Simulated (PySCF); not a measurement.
**MTl cations for M along the chalcogens**

PBE0 with double-zeta basis sets in PySCF, for the lowest determinant that a PBE0 search found; no spin–orbit coupling. De refers to high-spin ground-configuration atoms (the charge goes to the atom of lower measured ionisation energy or higher electron affinity, which is not always the lowest computed limit). A positive dipole points towards Tl; it is taken about the centre of mass and depends on that origin.

```
 M                   basis  charged atom  state (unpaired electrons)  Re (Å)  ωe (cm⁻¹)  De (eV)  μ (D)
 O      cc-pVDZ-PP/cc-pVDZ           Tl+              triplet (π ↑↑)   2.950        136      n/a  -0.14
 S  cc-pVDZ-PP/cc-pV(D+d)Z           Tl+              triplet (π ↑↑)   3.207        117      n/a  -0.75
Se                def2-SVP           Tl+              triplet (π ↑↑)   3.271       86.4      n/a   0.82
Te              cc-pVDZ-PP           Tl+              triplet (π ↑↑)   3.404       74.8      n/a   1.68
```

The shortest bond is that of TlO⁺ (2.950 Å), the longest that of TlTe⁺ (3.404 Å).

The rows differ in basis set, which adds steps of its own.

Down a group the atoms grow and get heavier, so bonds lengthen and wavenumbers fall; this series shows no clear exception.

These are scalar-relativistic numbers at best; spin–orbit coupling would shift them, the dissociation energy most. States were picked by a PBE0 search and need not be the measured ground states.
